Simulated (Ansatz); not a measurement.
A nudged elastic band was laid between two geometries of ClFGe2H4 + H2S (11 atoms, charge 0, multiplicity 1).

Method: RHF/def2-SVP in Ansatz 0.2.0.

| Item | Value |
| --- | --- |
| movable images | 9 |
| climbing image | yes |
| spring | 5.0 eV/Å² |
| optimiser | quadratic models (default) |
| start path | through a guess of the saddle point |
| force threshold | 0.05 eV/Å |
| iteration limit | 60 |
| end points | relaxed |

Image 0:

```xyz
11
Properties=species:S:1:pos:R:3
Ge -0.299 -0.217 0.153
Ge -0.191 -0.447 2.591
H -1.273 -1.440 3.024
H 1.190 -0.974 2.990
H -0.441 0.917 3.236
H 0.970 -0.296 -0.683
Cl -1.329 1.613 -0.393
F -1.320 -1.479 -0.442
S 2.306 2.424 1.254
H 2.319 2.692 2.562
H 1.309 3.269 0.980
```

Image 10:

```xyz
11
Properties=species:S:1:pos:R:3
Ge 0.623 0.740 -0.877
Ge -0.440 0.039 3.761
H -1.499 -0.933 3.235
H 0.959 -0.428 3.336
H -0.500 0.067 5.298
H 1.372 -0.357 -1.606
Cl -0.832 1.650 -2.146
F -0.245 -0.041 0.387
S 1.856 2.347 -0.024
H 2.644 1.525 0.679
H -0.697 1.452 3.227
```

Question: Which bonds break or form, and what moves?

Answer: Bonds broken: Ge1–Ge2, S9–H11. Bonds formed: Ge1–S9, Ge2–H11. ClFGe2H4 + H2S becomes ClFGeH2S + GeH4.

Question: Give the energies along the band, and the barrier.

Answer: It converged. The highest image is number 5 of 0 to 10, 77.1 kcal/mol above the first end and 81.6 kcal/mol above the last; the last end lies 4.5 kcal/mol below the first. Neighbouring images differ by up to 2.6 eV, so the band resolves the path poorly. A vibrational analysis at the climbing image gives one clearly imaginary mode, 1559i cm⁻¹: a first-order saddle point. The orbitals stay closed-shell, which can raise the energy where a bond breaks towards radicals; this wasn't checked here.

```json
{"image": "0", "path coordinate (Å)": "0.00", "energy (kcal/mol)": "0.0", "Ge1–Ge2 (Å)": "2.45", "S9–H11 (Å)": "1.33", "Ge1–S9 (Å)": "3.87"}
{"image": "1", "path coordinate (Å)": "1.09", "energy (kcal/mol)": "0.3", "Ge1–Ge2 (Å)": "2.45", "S9–H11 (Å)": "1.33", "Ge1–S9 (Å)": "3.90"}
{"image": "2", "path coordinate (Å)": "2.17", "energy (kcal/mol)": "0.8", "Ge1–Ge2 (Å)": "2.45", "S9–H11 (Å)": "1.33", "Ge1–S9 (Å)": "3.88"}
{"image": "3", "path coordinate (Å)": "3.26", "energy (kcal/mol)": "3.5", "Ge1–Ge2 (Å)": "2.45", "S9–H11 (Å)": "1.33", "Ge1–S9 (Å)": "3.71"}
{"image": "4", "path coordinate (Å)": "4.34", "energy (kcal/mol)": "16.2", "Ge1–Ge2 (Å)": "2.48", "S9–H11 (Å)": "1.34", "Ge1–S9 (Å)": "3.27"}
{"image": "5", "path coordinate (Å)": "5.43", "energy (kcal/mol)": "77.1", "Ge1–Ge2 (Å)": "2.76", "S9–H11 (Å)": "1.82", "Ge1–S9 (Å)": "2.66"}
{"image": "6", "path coordinate (Å)": "6.74", "energy (kcal/mol)": "22.1", "Ge1–Ge2 (Å)": "3.50", "S9–H11 (Å)": "2.44", "Ge1–S9 (Å)": "2.26"}
{"image": "7", "path coordinate (Å)": "8.05", "energy (kcal/mol)": "-0.7", "Ge1–Ge2 (Å)": "4.21", "S9–H11 (Å)": "2.86", "Ge1–S9 (Å)": "2.20"}
{"image": "8", "path coordinate (Å)": "9.36", "energy (kcal/mol)": "-4.4", "Ge1–Ge2 (Å)": "4.73", "S9–H11 (Å)": "3.60", "Ge1–S9 (Å)": "2.20"}
{"image": "9", "path coordinate (Å)": "10.68", "energy (kcal/mol)": "-4.5", "Ge1–Ge2 (Å)": "4.88", "S9–H11 (Å)": "4.04", "Ge1–S9 (Å)": "2.20"}
{"image": "10", "path coordinate (Å)": "11.99", "energy (kcal/mol)": "-4.5", "Ge1–Ge2 (Å)": "4.81", "S9–H11 (Å)": "4.23", "Ge1–S9 (Å)": "2.20"}
```

Question: What is the geometry of the highest image?

Answer: 
```xyz
11
Properties=species:S:1:pos:R:3:forces:R:3
Ge 0.193 0.443 0.152 -0.01 -0.02 0.02
Ge -0.100 -0.133 2.837 -0.01 0.00 -0.01
H -1.596 -0.404 2.784 0.00 0.00 0.00
H 0.757 -1.392 2.887 0.01 0.00 0.00
H 0.272 0.847 3.949 0.00 0.00 0.00
H 1.441 0.192 -0.655 0.00 0.00 0.00
Cl -1.520 1.440 -0.632 -0.01 0.00 0.00
F -0.445 -1.196 0.226 0.01 0.03 0.00
S 1.227 2.753 0.969 -0.02 -0.01 0.00
H 2.475 2.283 1.079 0.01 0.00 0.00
H 0.536 1.229 1.677 0.00 0.01 0.00
```

Run time: 11 min on 4 threads of Arm Neoverse V1, with other jobs on the host, peak memory 0.48 GiB.
